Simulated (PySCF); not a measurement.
SCF from a fresh guess for singlet SOI4, at the PBE0 minimum. PySCF input:

```python
from pyscf import gto, scf, dft
mol = gto.M(atom='''
S      0.677070     0.000000     0.000000
O      2.140660     0.000000     0.000000
I      0.570910     2.685280    -0.000000
I      0.570910    -2.685280    -0.000000
I     -0.791110     0.000000    -2.127240
I     -0.791110    -0.000000     2.127240''',
    basis={'S': 'def2-SVP', 'O': 'def2-SVP', 'I': 'def2-SVP'},
    ecp={'I': 'def2-SVP'},
    charge=0, spin=0)
mf = dft.RKS(mol, xc='PBE')
mf.grids.atom_grid = (50, 194)
aux = {'S': 'def2-universal-JKFIT', 'O': 'def2-universal-JKFIT', 'I': 'def2-universal-JKFIT'}
mf = mf.density_fit(auxbasis=aux)
mf.conv_tol = 1e-08
mf.diis_space = 10
mf.max_cycle = 60
mf.init_guess = 'huckel'
mf.verbose = 4
mf.kernel()
```

Excerpt of the output (cycles and frontier levels); where DIIS stalls, ADIIS, DIIS with a small level shift and a second-order solver take over in turn:

```
init E= -1662.2361712159
  HOMO = -0.295172591952425  LUMO = -0.29161475728023  gap/eV = 0.09681
cycle= 1 E= -1651.02863907389  delta_E= 11.2  |g|= 6.76  |ddm|= 8.87
cycle= 2 E= -1625.19970518318  delta_E= 25.8  |g|= 6.01  |ddm|=   24
  HOMO = -0.377831228011546  LUMO = -0.326247719523498  gap/eV = 1.40366
cycle= 3 E= -1639.26574434208  delta_E= -14.1  |g|= 7.34  |ddm|= 26.7
cycle= 4 E= -1655.38549627458  delta_E= -16.1  |g|= 4.43  |ddm|=   11
  HOMO = -0.23997240098182  LUMO = -0.235527890524429  gap/eV = 0.12094
cycle= 5 E= -1660.16228293735  delta_E= -4.78  |g|= 3.42  |ddm|= 5.72
cycle= 6 E= -1659.96686113652  delta_E= 0.195  |g|= 2.77  |ddm|= 5.49
  HOMO = -0.238322148990231  LUMO = -0.231459326383489  gap/eV = 0.18675
cycle= 7 E= -1663.25121316078  delta_E= -3.28  |g|= 1.08  |ddm|=  5.9
  HOMO = -0.171227348770506  LUMO = -0.166165554868666  gap/eV = 0.13774
cycle= 8 E= -1662.84879983279  delta_E= 0.402  |g|= 1.56  |ddm|= 3.74
... 84 lines left out ...
cycle= 53 E= -1663.66276591186  delta_E= -0.00612  |g|= 0.0643  |ddm|= 2.66
cycle= 54 E= -1663.66027280067  delta_E= 0.00249  |g|= 0.0925  |ddm|= 2.86
cycle= 55 E= -1663.65495421701  delta_E= 0.00532  |g|= 0.126  |ddm|= 2.95
  HOMO = -0.233161303794321  LUMO = -0.230895765580897  gap/eV = 0.06165
cycle= 56 E= -1663.66115220945  delta_E= -0.0062  |g|= 0.0835  |ddm|= 1.16
cycle= 57 E= -1663.65525837378  delta_E= 0.00589  |g|= 0.124  |ddm|= 2.85
cycle= 58 E= -1663.66434194999  delta_E= -0.00908  |g|= 0.0431  |ddm|= 2.79
cycle= 59 E= -1663.6600102249  delta_E= 0.00433  |g|= 0.09  |ddm|=  2.9
cycle= 60 E= -1663.65963865732  delta_E= 0.000372  |g|= 0.0928  |ddm|= 0.149
SCF not converged.
init E= -1662.2361712159
  HOMO = -0.295172591952423  LUMO = -0.291614757280244  gap/eV = 0.09681
cycle= 1 E= -1651.02863907389  delta_E= 11.2  |g|= 6.76  |ddm|= 8.87
cycle= 2 E= -1625.19970518318  delta_E= 25.8  |g|= 6.01  |ddm|=   24
  HOMO = -0.174654021224917  LUMO = 0.0871278263897182  gap/eV = 7.12345
cycle= 3 E= -1657.8544897429  delta_E= -32.7  |g|= 3.85  |ddm|= 22.3
  HOMO = -0.120311077583477  LUMO = -0.0256620538049006  gap/eV = 2.57553
cycle= 4 E= -1654.70530952316  delta_E= 3.15  |g|= 3.96  |ddm|= 6.04
  HOMO = -0.170518455358155  LUMO = -0.167612616194188  gap/eV = 0.07907
cycle= 5 E= -1661.22700217402  delta_E= -6.52  |g|= 2.16  |ddm|= 5.08
cycle= 6 E= -1660.46842637912  delta_E= 0.759  |g|= 2.45  |ddm|= 6.89
  HOMO = -0.179199158643216  LUMO = -0.169644242074265  gap/eV = 0.26000
cycle= 7 E= -1662.7502416409  delta_E= -2.28  |g|= 1.56  |ddm|=  6.2
  HOMO = -0.239731132157751  LUMO = -0.2350592497349  gap/eV = 0.12713
... 11 lines left out ...
cycle= 14 E= -1663.44936504141  delta_E= 0.177  |g|= 0.775  |ddm|= 2.96
cycle= 15 E= -1663.62777066951  delta_E= -0.178  |g|= 0.35  |ddm|=  2.9
cycle= 16 E= -1663.65716481035  delta_E= -0.0294  |g|= 0.107  |ddm|= 0.328
  HOMO = -0.234031527571746  LUMO = -0.231803393561284  gap/eV = 0.06063
cycle= 17 E= -1663.64785080267  delta_E= 0.00931  |g|= 0.201  |ddm|= 2.97
  HOMO = -0.230900668271494  LUMO = -0.229103783871462  gap/eV = 0.04890
cycle= 18 E= -1663.63193091492  delta_E= 0.0159  |g|= 0.292  |ddm|= 0.385
cycle= 19 E= -1663.65050481842  delta_E= -0.0186  |g|= 0.143  |ddm|= 0.201
cycle= 20 E= -1663.65250347715  delta_E= -0.002  |g|= 0.135  |ddm|= 0.094
SCF not converged.
init E= -1663.65250347715
  HOMO = -0.202289221447216  LUMO = -0.141186971781657  gap/eV = 1.66268
cycle= 1 E= -1663.64192212441  delta_E= 0.0106  |g|= 0.233  |ddm|= 0.607
  HOMO = -0.225871666716332  LUMO = -0.14520251249305  gap/eV = 2.19512
cycle= 2 E= -1663.60154116794  delta_E= 0.0404  |g|= 0.435  |ddm|= 0.987
  HOMO = -0.223799091981096  LUMO = -0.141563857645615  gap/eV = 2.23773
cycle= 3 E= -1663.65204814662  delta_E= -0.0505  |g|= 0.13  |ddm|= 0.447
  HOMO = -0.222004415193987  LUMO = -0.142221807546932  gap/eV = 2.17100
cycle= 4 E= -1663.65913696881  delta_E= -0.00709  |g|= 0.044  |ddm|= 0.158
  HOMO = -0.22187100772837  LUMO = -0.142121606968573  gap/eV = 2.17009
cycle= 5 E= -1663.66039122107  delta_E= -0.00125  |g|= 0.013  |ddm|= 0.0835
  HOMO = -0.222226097253858  LUMO = -0.14219176679152  gap/eV = 2.17785
cycle= 6 E= -1663.6605074849  delta_E= -0.000116  |g|= 0.00629  |ddm|= 0.0388
  HOMO = -0.222629462476008  LUMO = -0.142020803109432  gap/eV = 2.19347
cycle= 7 E= -1663.66051486432  delta_E= -7.38e-06  |g|= 0.00466  |ddm|= 0.0137
  HOMO = -0.222861792891892  LUMO = -0.142072342704857  gap/eV = 2.19839
cycle= 8 E= -1663.66052192995  delta_E= -7.07e-06  |g|= 0.00273  |ddm|= 0.00694
  HOMO = -0.222924164544841  LUMO = -0.142094031099759  gap/eV = 2.19950
cycle= 9 E= -1663.66052436324  delta_E= -2.43e-06  |g|= 0.00105  |ddm|= 0.00308
  HOMO = -0.222926429153254  LUMO = -0.142089504968133  gap/eV = 2.19968
cycle= 10 E= -1663.6605248056  delta_E= -4.42e-07  |g|= 0.000547  |ddm|= 0.00122
  HOMO = -0.222927104302953  LUMO = -0.142091016651328  gap/eV = 2.19966
cycle= 11 E= -1663.66052494463  delta_E= -1.39e-07  |g|= 0.000297  |ddm|= 0.000588
  HOMO = -0.222927241329308  LUMO = -0.142091021961392  gap/eV = 2.19967
cycle= 12 E= -1663.66052499136  delta_E= -4.67e-08  |g|= 0.000159  |ddm|= 0.000354
  HOMO = -0.222926322936278  LUMO = -0.142089811719359  gap/eV = 2.19967
cycle= 13 E= -1663.66052500472  delta_E= -1.34e-08  |g|= 9.11e-05  |ddm|= 0.00019
  HOMO = -0.222926571586134  LUMO = -0.142090021839081  gap/eV = 2.19967
cycle= 14 E= -1663.66052500915  delta_E= -4.44e-09  |g|= 5.37e-05  |ddm|= 0.00011
  HOMO = -0.24030098171513  LUMO = -0.222934654458262  gap/eV = 0.47256
Extra cycle  E= -1663.61664083708  delta_E= 0.0439  |g|= 0.302  |ddm|= 3.07
SCF not converged.
  HOMO = -0.203757862255395  LUMO = -0.201681977535856  gap/eV = 0.05649
macro= 0  E= -1663.6555445067  delta_E= -0.0389037  |g|= 0.345738  3 KF 17 JK
macro= 1  E= -1663.65933295769  delta_E= -0.00378845  |g|= 0.261185  3 KF 17 JK
macro= 2  E= -1663.66186656044  delta_E= -0.0025336  |g|= 0.0778694  3 KF 20 JK
macro= 3  E= -1663.66319304059  delta_E= -0.00132648  |g|= 0.00731906  3 KF 10 JK
macro= 4  E= -1663.66320745123  delta_E= -1.44106e-05  |g|= 5.4335e-05  3 KF 16 JK
macro= 5  E= -1663.66320745123  delta_E= 1.81899e-12  |g|= 3.03944e-05  1 KF 2 JK
macro X = 6  E=-1663.66320745123  |g|= 3.03944e-05  total 17 KF 89 JK
converged SCF energy = -1663.66320745123
```

No lower solution of this spin was found by a stability analysis within the restricted form, which does not test spin polarisation.

The search for the lowest solution, with the stability check, took 81 s on 4 threads of a shared Intel Xeon @ 2.70GHz host, with 136 basis functions; the process peaked at 0.49 GiB. Launch command: `OMP_NUM_THREADS=4 python axn.py task.json out`.
